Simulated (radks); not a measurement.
The mean radii <r> (bohr) of the occupied orbitals of an atom or ion are listed with their occupations. All-electron calculation, Dirac Kohn-Sham, LDA (Slater exchange, Perdew-Wang correlation), spin-unpolarised, spherical densities, finite nucleus; Fermi nuclear charge, rms radius of each element as measured or else 0.836 A^(1/3) + 0.57 fm. Program: a radial shooting solver on a logarithmic mesh with Libxc functionals.

| orbital | occ. | <r> |
|---|---|---|
| 1s1/2 | 2 | 0.02411 |
| 2s1/2 | 2 | 0.1027 |
| 2p1/2 | 2 | 0.08608 |
| 2p3/2 | 4 | 0.09239 |
| 3s1/2 | 2 | 0.2724 |
| 3p1/2 | 2 | 0.2620 |
| 3p3/2 | 4 | 0.2743 |
| 3d3/2 | 4 | 0.2454 |
| 3d5/2 | 6 | 0.2493 |
| 4s1/2 | 2 | 0.6217 |
| 4p1/2 | 2 | 0.6389 |
| 4p3/2 | 4 | 0.6668 |
| 4d3/2 | 4 | 0.7178 |
| 4d5/2 | 6 | 0.7277 |
| 5s1/2 | 2 | 1.480 |
| 5p1/2 | 2 | 1.662 |
| 5p3/2 | 4 | 1.749 |
| 4f5/2 | 0.857143 | 1.039 |
| 4f7/2 | 1.14286 | 1.051 |
| 6s1/2 | 2 | 4.236 |
| 5d3/2 | 0.4 | 2.867 |
| 5d5/2 | 0.6 | 2.942 |

Name the element and its charge. Open shells, if any, are shared by 2j + 1.

Answer. Z = 59, praseodymium, charge 0: Pr in [Xe] 4f2 5d1 6s2. The 1s radius gives Z: for a bare nucleus <r> = (2 gamma + 1)/(2Z) with gamma = sqrt(1 - (Z/c)^2), 0.02377 bohr for Z = 59, and screening makes it slightly larger (0.02411 here). The occupations add up to 59, and the charge is Z minus that.
